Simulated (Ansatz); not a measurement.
Born–Oppenheimer molecular dynamics of CH$_{5}$F$_{3}$SSi (11 atoms, charge 0, multiplicity 1). It starts from a rough guess of a transition structure, not a stationary point.

The calculation used Ansatz 0.2.0, UKS B3LYP-D4/STO-3G.

```json
{"ensemble": "NVE (velocity Verlet)", "time step": "0.5 fs", "steps asked": "150", "starting velocities drawn for": "100 K", "seed": "364681"}
```

First frame:

```xyz
11
Properties=species:S:1:pos:R:3
Si -0.897 -0.416 0.363
S 0.827 0.389 2.019
F -0.830 -1.953 -0.056
F -1.969 -0.616 1.540
F -1.782 0.643 -0.441
H 1.073 0.153 0.257
C 0.680 0.022 -1.075
H 0.495 1.663 1.832
H 0.088 -0.580 -1.766
H 0.624 1.053 -1.413
H 1.692 -0.358 -1.259
```

**Question.** How far do the bonds stretch over the last three quarters of this one trajectory? (Pairs bonded in most of those frames.)

**Answer.** 
```tsv
bond	mean (Å)	spread (Å)	shortest	longest
Si1–F3	1.661	0.042	1.59	1.72
Si1–F4	1.701	0.076	1.56	1.78
Si1–F5	1.655	0.031	1.61	1.70
Si1–C7	1.932	0.090	1.83	2.18
S2–H6	1.381	0.075	1.26	1.50
S2–H8	1.363	0.025	1.33	1.40
C7–H9	1.102	0.014	1.08	1.13
C7–H10	1.099	0.013	1.08	1.12
C7–H11	1.099	0.011	1.08	1.12
```

Mean temperature of the second half: 1887 K. The conserved energy stayed within 0.31 meV per atom of its start (net change 0.036 meV per atom), so the integration is sound. The system heated up, since it started high on the potential surface and ran downhill. A run of 0.075 ps of so small a system gives no equilibrium averages. The orbitals stay closed-shell, which can raise the energy where a bond breaks towards radicals; this wasn't checked here. Limits of this set-up: minimal basis.

Time of the run: 19 min on 1 thread of Arm Neoverse N1, on a shared host, peak memory 0.18 GiB.
